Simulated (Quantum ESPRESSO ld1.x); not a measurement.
The hafnium ion Hf4+, 68 electrons, occupied as [Xe] 4f13 6p1 (not the ground configuration). Calculated with ld1.x of Quantum ESPRESSO 7.5: Dirac Kohn-Sham, RPBE, spin-unpolarised, spherical densities, point nucleus; open shells fill j = l - 1/2 first.

Spin-orbit splittings of the eigenvalues, e(l+1/2) - e(l-1/2), with zeta = 2 splitting/(2l+1) and mean radii in bohr:

| shell | occ. | splitting (eV) | zeta (eV) | <r> j=l-1/2 | <r> j=l+1/2 |
|---|---|---|---|---|---|
| 2p | 6 | 1192 | 794.5 | 0.06612 | 0.07385 |
| 3p | 6 | 255.4 | 170.3 | 0.1981 | 0.2125 |
| 3d | 10 | 55.69 | 22.27 | 0.1863 | 0.1908 |
| 4p | 6 | 58.65 | 39.10 | 0.4739 | 0.5064 |
| 4d | 10 | 10.78 | 4.313 | 0.5265 | 0.5378 |
| 4f | 13 | 1.838 | 0.5252 | 0.6398 | 0.6493 |
| 5p | 6 | 8.818 | 5.879 | 1.207 | 1.294 |
| 5d | 0 | ? | ? | 1.682 | 1.717 |
| 6p | 1 | 1.667 | 1.111 | 2.854 | 3.007 |

Estimate the 5d splitting.

Answer. 0.9807 eV (zeta = 0.3923 eV).
